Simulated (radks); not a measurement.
The numbers below are computed, except where a source is named.
Excited configurations of Yb I: one electron is placed in a higher orbital outside [Xe] 4f14 6s1. The ground configuration is [Xe] 4f14 6s2. Level of theory: scalar-relativistic Kohn-Sham, r2SCAN, spin-polarised, spherical densities, finite nucleus; open shells are filled with parallel spins first (spin-orbit coupling, left out, can overturn this in heavy ions); meta-GGA in the generalised Kohn-Sham scheme; Fermi nuclear charge, rms radius 5.3108 fm (a radial shooting solver on a logarithmic mesh with Libxc functionals). Excitation = E - E(ground); binding = E(ion) - E, where the ion is the core of charge +1; n* = 1/sqrt(2 binding) in atomic units, and the quantum defect is n - n*.

| outer orbital | excitation (eV) | binding (eV) | n* | <r> (bohr) |
|---|---|---|---|---|
| 5d | 2.742 | 3.367 | 2.010 | 4.052 |
| 6p | 2.186 | 3.922 | 1.863 | 5.195 |
| 6d | 4.730 | 1.378 | 3.142 | 12.34 |
| 7s | 3.907 | 2.201 | 2.486 | 9.711 |
| 7p | 4.483 | 1.626 | 2.893 | 12.57 |
| 7d | 5.273 | 0.835 | 4.036 | 22.95 |

The Delta-SCF ionisation energy is 6.108 eV (NIST Atomic Spectra Database: 6.254 eV, measured). Self-interaction in the functional shifts the binding energies and quantum defects, so they are the method's values and not measured ones.
